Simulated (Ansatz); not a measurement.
Geometry optimisation, UKS B3LYP/def2-SVP in Ansatz 0.2.0.

Input file:

```yaml
crystal:
  periodic: [false, false, false]
  atoms:
    - { symbol: Sn, position_ang: [0.0, 0.0, 0.0] }
    - { symbol: Cl, position_ang: [0.0, 0.0, 2.66] }
    - { symbol: O, position_ang: [1.8483, 0.0, -0.6527] }
    - { symbol: H, position_ang: [2.1646, -0.9521, -0.7693] }
    - { symbol: Cl, position_ang: [-1.1351, 1.9666, -0.8025] }
    - { symbol: Cl, position_ang: [-1.1351, -1.9666, -0.8025] }
    - { symbol: H, position_ang: [0.0, 0.0, 4.33] }
magnetization:
  spin_polarized: true
  initial_magnetization: 1
basis:
  gaussian: { orbitals: def2-SVP }
hamiltonian:
  xc: b3lyp
relax:
  f_tol: 0.15
  max_steps: 25
  restrain:
    - { distance: [1, 6], at: 1.37, k: 30.0 }
    - { distance: [0, 1], at: 3.61, k: 30.0 }
```

Command:

```bash
$ ansatz run input.yaml --threads 4 --pin off --max-ram 5120MiB --backend cpu --events-out ev --progress --plain --runs-dir out
```

Q: Where does it end, and by what steps?

A: The run converged. The restraints hold the end off the free minimum; the threshold counts their pulls, which the force column leaves out. Restrained pairs: Cl2–H7 (1.67 → 1.33 Å), Sn1–Cl2 (2.66 → 3.61 Å). After 18 steps the energy has fallen by 1.187 eV (the restraints' own energy left out); Cl2 moved furthest, 1.11 Å.

| step | energy less start (eV) | largest force component (eV/Å) | accepted |
| --- | --- | --- | --- |
| 0 | 0.0000 | 2.239 | yes |
| 1 | -0.5816 | 2.950 | yes |
| 2 | -0.7723 | 1.708 | yes |
| 3 | -0.9112 | 1.092 | yes |
| 4 | -1.0674 | 1.226 | yes |
| 5 | -1.0357 | 1.992 | no |
| 6 | -1.1025 | 1.172 | yes |
| 7 | -1.1111 | 1.212 | yes |
| 8 | -1.1324 | 1.081 | yes |
| 9 | -1.1528 | 0.936 | yes |
| 10 | -1.1531 | 0.932 | yes |
| 11 | -1.1542 | 0.918 | yes |
| 12 | -1.0985 | 1.758 | no |
| 13 | -1.1655 | 0.865 | yes |
| 14 | -1.1641 | 1.105 | yes |
| 15 | -1.1684 | 1.237 | yes |
| 16 | -1.1773 | 1.149 | yes |
| 17 | -1.1831 | 1.110 | yes |
| 18 | -1.1868 | 1.094 | yes |

```xyz
7
Properties=species:S:1:pos:R:3
Sn -0.090 -0.003 -0.015
Cl 0.722 0.059 3.501
O 1.780 0.002 -0.749
H 2.120 -0.906 -0.844
Cl -1.090 1.964 -0.962
Cl -1.160 -1.989 -0.880
H -0.539 -0.079 3.912
```

The run took 110 s on 4 threads of Intel(R) Xeon(R) Platinum 8259CL CPU @ 2.50GHz (Skylake/Cascade Lake), with other jobs on the host, peak memory 0.41 GiB.
